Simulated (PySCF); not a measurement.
Computed shifts of a molecule H8N2OSi2, PBE/pcSseg-1 (PySCF), GIAO, gas phase, atoms alike by connectivity averaged where their shifts nearly agree, in ppm (number of nuclei): ¹⁵N: 46.0 (1), 22.5 (1). ²⁹Si: -38.1 (1), -60.5 (1). ¹H: 5.39 (1), 5.06 (3), 1.81 (1), 1.29 (2), 0.50 (1). References: ¹⁵N against NH3 (σ = 267.0 ppm); ²⁹Si against TMS (σ = 335.4 ppm); ¹⁷O against H2O (σ = 334.3 ppm); ¹H against TMS (σ = 31.49 ppm), references at their B3LYP-D3(BJ)/def2-TZVP geometries, non-relativistic. Geometry optimised at B3LYP-D3(BJ)/def2-SVP. The values are those of a single conformer.

Task: Which molecule gave these data?
A. N[Si](N)(O)[SiH3]
B. N[SiH2]O[SiH2]N
C. N[Si@@H](O)N[SiH3]
D. N[SiH](N)O[SiH3]

Result: C, N[Si@@H](O)N[SiH3]
